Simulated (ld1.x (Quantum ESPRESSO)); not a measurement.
Cutoff test, arsenic (As), TM

* Element: As
* Generator: ld1.x (Quantum ESPRESSO) 7.5
* Type: norm-conserving Troullier–Martins (Kleinman–Bylander form)
* Functional: PBEsol
* Relativity: scalar-relativistic
* Frozen core: [Ar] 3d10
* Valence charge: 5
* Reference configuration: 4s1.5 4p3.5
* Partial waves: 4s (bound): rc 1.30 bohr; 4p (bound): rc 1.55 bohr; 4d channel at -0.1 Ry: rc 1.25 bohr
* Local potential: the d channel
* Core correction: a·sin(br)/r model core inside 0.70 bohr

The pseudo-atom Hamiltonian at the reference potential is diagonalised in spherical Bessel functions j_l(qr) that vanish at 20 bohr, with q² up to the cutoff. All-electron valence levels (Ry): 4s -1.0989, 4p -0.4061.

**Question.** How do the lowest levels (Ry) of each channel move with the cutoff, and are there ghosts?

**Answer.**

| cutoff (Ry) | s #1 | s #2 | s #3 | p #1 | p #2 | d #1 | f #1 | Σ f·Δε (mRy) |
| --- | --- | --- | --- | --- | --- | --- | --- | --- |
| 8 | -1.0150 | -0.0242 | 0.0734 | -0.3997 | 0.0279 | 0.0631 | 0.1136 | 148.2 |
| 15 | -2.1717 | -0.2209 | 0.0207 | -0.4029 | 0.0277 | 0.0628 | 0.1136 | 1328.3 |
| 21 | -16.8328 | -0.9692 | -0.0242 | -0.4038 | 0.0277 | 0.0627 | 0.1136 | 202.9 |
| 35 | -55.8374 | -1.0834 | -0.0303 | -0.4048 | 0.0277 | 0.0626 | 0.1136 | 27.8 |
| 50 | -88.2629 | -1.0943 | -0.0311 | -0.4060 | 0.0276 | 0.0626 | 0.1136 | 7.3 |
| 70 | -106.7246 | -1.0960 | -0.0312 | -2.0856 | -0.4048 | 0.0626 | 0.1136 | 8.9 |
| 90 | -117.2031 | -1.0982 | -0.0314 | -19.3536 | -0.4061 | 0.0626 | 0.1136 | 1.2 |
| 120 | -126.1630 | -1.0985 | -0.0314 | -38.1456 | -0.4061 | 0.0626 | 0.1136 | 0.7 |
| 400 | -130.5525 | -1.0989 | -0.0315 | -59.3542 | -0.4061 | 0.0265 | 0.1136 | 0.0 |

Result: ghost states, extra bound levels that the all-electron valence spectrum of the same l lacks: s at -1776.3 eV, p at -807.6 eV (a true bound ghost makes a file unfit for plane-wave use); 10 mRy is reached at 45 Ry and 1 mRy at 100 Ry.

Its largest configuration-test error is -322 meV.
